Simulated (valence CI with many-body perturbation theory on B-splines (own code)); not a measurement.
# Ta49+: one-electron terms

Level of theory: configuration interaction combined with many-body perturbation theory (CI+MBPT): six valence electrons over a frozen Dirac-Fock core [Ar], radial functions for each j: 7 s, 7 p, 8 d, 6 f, 4 g, 1 h, with the one-electron correlation potential Σ1, the two-electron term Σ2, the three-electron term Σ3, Breit, model QED; selected CI, second order for the rest, scaled by the run's own slope (own B-spline code, finite nucleus).

The last digits are not significant, and no measured levels were compared; by estimate large intervals hold to a few tenths of a per cent, small ones and those within an open d or f shell to about a per cent. Core correlation moves these levels by up to 15000 cm⁻¹, and in measured spectra 5 to 20 % of such shifts remained as error; rates that hang on mixing are uncertain with them. Among the levels kept, up to 1000 cm⁻¹ of a level comes from second order outside the variational space, and about a tenth of that is noise between levels of different J, which matters for small intervals. The list stops below the first excitations out of the core. Only levels of the ground parity were solved; by the run's estimate the other parity begins above the list, which can be wrong where configurations are misplaced.

These are the spectroscopic orbitals of the CI (the correlating ones are not listed), shaped by the core and the other valence electrons. h is the expectation value of the core's Dirac-Fock operator, without the valence repulsion; Σ1 is computed up to l = 3 at one energy for each symmetry, that of its lowest orbital but kept below the first core excitation, so for empty shells it is not the orbital's own correlation shift; Breit and QED include the response of the core, and the two lowest orbitals of each symmetry also the frequency dependence of Breit exchange, which makes a step in that column.

```
Orbital  h (hartree)  Σ1 (cm⁻¹)  Breit (cm⁻¹)  QED (cm⁻¹)  ⟨r⟩ (bohr)
  4s1/2      -113.52      -7867         13744       10583      0.3841
  5s1/2      -69.777      -3040          6707        5274      0.6251
  6s1/2      -47.217      -1529          3681        2953      0.9280
  4p1/2      -110.42     -10470         21781         389      0.3784
  5p1/2      -68.235      -3840         10871         208      0.6233
  6p1/2      -46.344      -1895          6040         120      0.9302
  4p3/2      -105.91      -9572         12573        1317      0.3961
  5p3/2      -66.038      -3690          6359         678      0.6450
  6p3/2       -45.11      -1855          3892         387      0.9564
  3d3/2      -189.45     -21417         29462       -2087      0.1716
  4d3/2      -101.71     -10528         10848        -581      0.3736
  5d3/2      -63.985      -4093          5285        -263      0.6321
  3d5/2      -186.72     -19259         15661        -624      0.1754
  4d5/2      -100.68      -9993          5808       -76.1      0.3782
  5d5/2       -63.47      -3842          2812       -17.7      0.6378
  4f5/2      -96.807     -25769          1648        -410      0.3379
  5f5/2      -61.677     -10351           736        -196      0.6038
  4f7/2      -96.428     -20327          55.4        -201      0.3400
  5f7/2      -61.474      -8138          79.1       -88.5      0.6063
  5g7/2      -60.376                      134       -54.8      0.5435
  5g9/2      -60.281                    -33.4        -3.0      0.5447
```

Among the shells of the start configuration 3d6, Σ1 is largest in size for 3d3/2, where it is 0.052 % of h.

Lowest root of each symmetry, sizes in configuration state functions:

```csv
J,Parity,Roots,Reference,Variational,Second order,Change by selected CI (cm⁻¹),Change by second order (cm⁻¹)
0,even,5,26,15451,262068,-36347,-10
1,even,4,60,31643,606567,-30744,-54
2,even,8,86,32322,1164139,-32331,-581
3,even,6,88,30586,1158289,-29017,-733
4,even,7,77,32165,1278747,-30240,-885
5,even,2,52,28630,39620,-30682,-598
6,even,2,31,29097,25739,-30478,-236
```
